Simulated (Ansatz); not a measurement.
Species: LiCl, net charge -1, doublet state. 
Structure (B3LYP-D3(BJ)/def2-TZVP (Ansatz, a quantum-chemistry and plane-wave program) minimum search):
```
Li
Cl 1 2.1377
```
Charge -1, spin multiplicity 2.

Basis-set convergence of Hartree-Fock and MP2 correlation energies (hartree) with Ansatz. Cores are frozen in the correlated levels unless marked. Open shells are spin-unrestricted. No spin-orbit coupling. Non-relativistic.

```tsv
basis	functions	E(HF)	E(corr, MP2)
def2-SVPD	39	-466.90837	-0.15695
def2-TZVPPD	73	-467.05939	-0.20479
def2-QZVPPD	114	-467.07352	-0.22576
```

Extrapolating the two largest sets (X = 3 and 4) as X^-3: E(corr) = (64·(-0.22576) - 27·(-0.20479))/37 = -0.2411 Eh, an estimate of the basis-set limit. The largest set recovers 93.7 % of it, the smallest 65.1 %.
